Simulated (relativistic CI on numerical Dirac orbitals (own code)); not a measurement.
**Ta¹⁷⁺: sensitivity of the levels to the model**

Base calculation: Dirac-Coulomb-Breit CI, separate exchange-only KLI orbitals for each configuration, model QED, unscaled Slater integrals.

Configuration list (outside the closed core [Ar] 3d10): 4s²4p⁶4d¹⁰4f¹⁰, 4s²4p⁶4d¹⁰4f⁹5s, 4s²4p⁶4d¹⁰4f⁸5s², 4s²4p⁶4d⁹4f¹¹, 4s²4p⁶4d¹⁰4f⁹6s, 4s²4p⁶4d⁸4f¹², 4s²4p⁵4d¹⁰4f¹¹, 4s4p⁶4d¹⁰4f¹¹, 4s²4p⁴4d¹⁰4f¹², 4p⁶4d¹⁰4f¹², 4s4p⁶4d⁹4f¹², 4s4p⁵4d¹⁰4f¹². Levels of other configurations are missing.

The lowest level and the first level of each name with at least 55 % of one term (blank where a level has no safe partner in the second run):

```csv
Level,Base (cm⁻¹),Shift (cm⁻¹)
4s²4p⁶4d¹⁰4f¹⁰ ⁵I8,0.0,0.0
4s²4p⁶4d¹⁰4f¹⁰ ⁵I7,13129.0,-62.5
4s²4p⁶4d¹⁰4f¹⁰ ⁵I6,20965.0,-80.3
4s²4p⁶4d¹⁰4f¹⁰ ⁵I4,31016.3,-102.4
4s²4p⁶4d¹⁰4f¹⁰ ⁵F4,37923.9,-46.6
4s²4p⁶4d¹⁰4f¹⁰ ³K8,39027.0,-38.4
4s²4p⁶4d¹⁰4f¹⁰ ⁵F3,42944.3,-70.9
4s²4p⁶4d¹⁰4f¹⁰ ⁵G6,43383.8,-36.0
4s²4p⁶4d¹⁰4f¹⁰ ⁵F1,45210.6,-65.3
4s²4p⁶4d¹⁰4f¹⁰ ³K7,50660.1,-82.8
4s²4p⁶4d¹⁰4f⁹5s ⁷H°8,51508.3,-2322.3
4s²4p⁶4d¹⁰4f¹⁰ ³L9,54811.3,-50.0
4s²4p⁶4d¹⁰4f¹⁰ ⁵G5,56740.5,-95.3
4s²4p⁶4d¹⁰4f¹⁰ ³K6,59458.2,-110.4
```

At this charge transitions that keep the count of f electrons are usually good to a few per cent. Terms inside the open d or f shell come out 10 to 20 % too wide with unscaled integrals. Levels that differ in their count of f electrons can be misplaced by several ten thousand cm⁻¹, since the correlation energy of f electrons is missing or only estimated; rates across such gaps can be off by orders of magnitude.

**Question.** One thing was changed in a second run, which moved the levels as shown. Which?
A. Breit term removed
B. QED terms removed
C. configuration mixing switched off

**Answer.** B. QED terms removed. QED shifts follow the density of s (and p1/2) electrons at the nucleus, so configurations move by their count of such electrons; where none moves, the smaller shifts of p3/2 electrons and of j = l + 1/2 against j = l − 1/2 set the pattern.

LS names give the leading component of a level, which can be under half, so a name can repeat, a term be missing and a line seem to break the LS rules.
